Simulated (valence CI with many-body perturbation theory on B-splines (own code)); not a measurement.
**Ladder of approximations for Ag XLI**

Computed by configuration interaction combined with many-body perturbation theory (CI+MBPT): five valence electrons over a frozen Dirac-Fock core [He], a basis of 9 s, 9 p, 8 d, 6 f, 3 g, 1 h functions for each j, with the one-electron correlation potential Σ1 (screened to all orders), the two-electron term Σ2, the three-electron term Σ3, Breit, model QED; selected single and double excitations, second order for the rest (own B-spline code, finite nucleus).

The last digits are not significant, and no measured levels were compared; by estimate large intervals hold to a few tenths of a per cent, small ones and those within an open d or f shell to about a per cent. Among the levels kept, up to 1700 cm⁻¹ of a level comes from second order outside the variational space, and about a tenth of that is noise between levels of different J, which matters for small intervals.

Each rung adds one term. CI alone is the Dirac-Coulomb CI over the frozen core; QED comes last and gives the full result, which names the levels. Energies are above (2s^2 2p1/2^2 2p3/2) J=3/2 on the same rung, in × 10³ cm⁻¹.

Levels are named by their leading jj configuration (3d3/2^4 stands for four electrons in 3d with j = 3/2), which in mixed levels can hold well under half, so a name can repeat and another be missing. Letters in brackets count levels of one name in rising energy.

| Level | CI alone |
| --- | --- |
| (2s^2 2p1/2 2p3/2^2) J=3/2 | 1378.1 |
| (2s^2 2p1/2 2p3/2^2) J=5/2 | 1541.1 |
| (2s^2 2p1/2 2p3/2^2) J=1/2 | 1719.6 |
| (2s 2p1/2^2 2p3/2^2) J=5/2 | 2849.0 |
| (2s^2 2p3/2^3) J=3/2 | 3113.3 |
| (2s 2p1/2^2 2p3/2^2) J=1/2 | 3283.2 |
| (2s 2p1/2^2 2p3/2^2) J=3/2 | 3307.7 |
| (2s 2p1/2 2p3/2^3) J=3/2 [a] | 4373.6 |
| (2s 2p1/2 2p3/2^3) J=5/2 | 4615.6 |
| (2s 2p1/2 2p3/2^3) J=1/2 | 4828.6 |
| (2s 2p1/2 2p3/2^3) J=3/2 [b] | 4936.2 |
| (2s 2p3/2^4) J=1/2 | 6351.9 |
| (2p1/2^2 2p3/2^3) J=3/2 | 6546.0 |
| (2p1/2 2p3/2^4) J=1/2 | 8066.1 |
| (2s^2 2p1/2^2 3s) J=1/2 | 27382 |
| (2s^2 2p1/2^2 3p1/2) J=1/2 | 27822 |

(1) What do these energies become with core correlation, Breit and QED?

(2) How does the ionisation energy move along the ladder, and which term matters most?

Answers

(1) (2s^2 2p1/2 2p3/2^2) J=3/2 1357.7 (-20.38); (2s^2 2p1/2 2p3/2^2) J=5/2 1501.3 (-39.75); (2s^2 2p1/2 2p3/2^2) J=1/2 1703.3 (-16.26); (2s 2p1/2^2 2p3/2^2) J=5/2 2811.3 (-37.71); (2s^2 2p3/2^3) J=3/2 3068.4 (-44.91); (2s 2p1/2^2 2p3/2^2) J=1/2 3262.4 (-20.80); (2s 2p1/2^2 2p3/2^2) J=3/2 3273.4 (-34.26); (2s 2p1/2 2p3/2^3) J=3/2 [a] 4325.5 (-48.08); (2s 2p1/2 2p3/2^3) J=5/2 4548.7 (-66.91); (2s 2p1/2 2p3/2^3) J=1/2 4778.8 (-49.80); (2s 2p1/2 2p3/2^3) J=3/2 [b] 4874.5 (-61.70); (2s 2p3/2^4) J=1/2 6282.1 (-69.82); (2p1/2^2 2p3/2^3) J=3/2 6485.5 (-60.45); (2p1/2 2p3/2^4) J=1/2 7983.1 (-82.96); (2s^2 2p1/2^2 3s) J=1/2 27370 (-11.50); (2s^2 2p1/2^2 3p1/2) J=1/2 27810 (-11.36).

(2) CI alone 6170.8, + Σ1 6171.1, + Σ2 6171.2, + Σ3 6171.1, + Breit 6167.6, + QED 6167.4 eV. The largest step is Breit, -3.5 eV. NIST lists 6170 ± 40 eV (semi-empirical).
